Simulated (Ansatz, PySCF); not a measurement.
System: CH7OSi2 (charge 0, doublet). SMILES: C[SiH2]O[SiH2]
Geometry from a B3LYP-D3(BJ)/def2-TZVP (Ansatz, an electronic-structure program) optimisation:
```
Si
O 1 1.6472
Si 2 1.6386 1 147.85
H 1 1.4827 2 108.75 3 75.60
H 1 1.4840 4 108.59 2 118.47
H 3 1.4881 2 107.88 1 167.94
H 3 1.4919 6 110.08 2 119.89
C 1 1.8609 4 110.76 5 121.90
H 8 1.0916 1 110.95 4 -179.79
H 8 1.0916 9 108.23 1 121.86
H 8 1.0928 9 108.12 10 116.89
```
Charge 0, spin multiplicity 2.

Wanted: size of the dipole moment, in D. Conventions: spin-orbit terms left out; 6-31G* and kin with 6d, 5d where marked; LANL2DZ with its own core potentials from Na on; no dispersion term unless named; 6-311+G** with 5d, 6d on Na to Ar in Ansatz; non-relativistic; open shells spin-unrestricted. Ab initio and DFT rows: single points at B3LYP-D3(BJ) geometries (Ansatz).

```tsv
level	program	size of the dipole moment (D)
SVWN5/6-31G*	Ansatz	1.05
PBE/LANL2DZ	Ansatz	0.86
PBE/def2-SVP	Ansatz	0.90
PBE/6-311+G**	Ansatz	0.86
BLYP/6-31G*	Ansatz	0.93
BP86/def2-SVP	PySCF	0.90
B3LYP/3-21G	Ansatz	0.81
B3LYP/6-31G*	Ansatz	0.79
B3LYP/cc-pVDZ	Ansatz	0.83
PBE0/6-311+G**	Ansatz	0.73
```

No value to compare with is used here. The 10 habitual levels span 0.73 (PBE0/6-311+G**) to 1.05 D (SVWN5/6-31G*).

The levels are drawn from those run, B3LYP/6-31G* more often than the rest, none by its result; left out are runs that failed, that the program found above a lower state of the same kind, or whose <S^2> lies over 0.5 above the pure value.
